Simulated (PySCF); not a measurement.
## Correlation energy of Ba (barium, neutral)

[Xe] 5d1 6s1, high-spin 3D determinant (an excited configuration). All numbers are calculated (PySCF 2.14, a scalar-relativistic core potential, in def2-TZVPPD with the def2 core potential (46 electrons) (6s4p3d1f, 40 functions)). Frozen: nothing; 10 electrons correlated.

```tsv
level	correlation energy (mhartree)
CCSD	-155.59
(T)	-3.83
CCSD(T)	-159.42
```

Diagnostics: T1 = 0.0088, D1 = 0.0306, largest double amplitude 0.045.

Question: Is a single reference adequate?

Answer: Yes, within this model without spin-orbit coupling: T1 lies below 0.03 and no double amplitude reaches 0.07.

The basis has no tight functions for the innermost shells, so their pair energies are far from complete.

This basis was not built for core-valence correlation, so the inner-shell part is incomplete.
